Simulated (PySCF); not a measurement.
A GIAO shielding run with PySCF 2.14 (density fitting, non-relativistic, gas phase) on `CC(C)[C@@H](C)S(=O)(=O)Cl`, C$_{5}$H$_{11}$ClO$_{2}$S:

```
$ OMP_NUM_THREADS=1 python probes_run.py task.json out

{"job": {"kind": "nmr", "xc": "PBE0", "basis": "pcSseg-1"}, "charge": 0, "multiplicity": 1}
C      5.631924     5.079049     1.729225
C      6.668476     4.427016     0.817957
C      6.230627     3.039275     0.365423
C      8.044112     4.447344     1.509723
C      8.228967     3.532743     2.702584
S      9.308889     4.065782     0.258169
O      9.099698     4.882729    -0.919528
O      9.514703     2.634262     0.150699
Cl    11.008124     4.852195     1.237917
H      5.459327     4.487021     2.641753
H      5.933884     6.093626     2.031218
H      4.668661     5.158054     1.203797
H      6.772697     5.063736    -0.075941
H      5.287916     3.109630    -0.197035
H      6.976965     2.561877    -0.285845
H      6.054903     2.370739     1.222483
H      8.291738     5.489771     1.767772
H      8.106302     2.478792     2.419509
H      9.227813     3.657393     3.142888
H      7.485663     3.782463     3.473021
```

Hardware: 1 thread of an Arm Neoverse V2, shared host. The job also computes population analyses, field gradients.

**Question.** How large is the calculation?

**Answer.** 90 electrons, 222 basis functions and 1197 auxiliary functions.

**Question.** How long does it take, and how much memory does it need?

**Answer.** 50 s of wall time, with 16 SCF cycles and 5 response iterations; peak memory 1 GiB. Times on a shared host scatter by some tens of per cent.

**Question.** And these other runs on the same molecule and hardware: GIAO shielding at B3LYP/pcSseg-1?

**Answer.** B3LYP/pcSseg-1: 222 functions, 36 s.
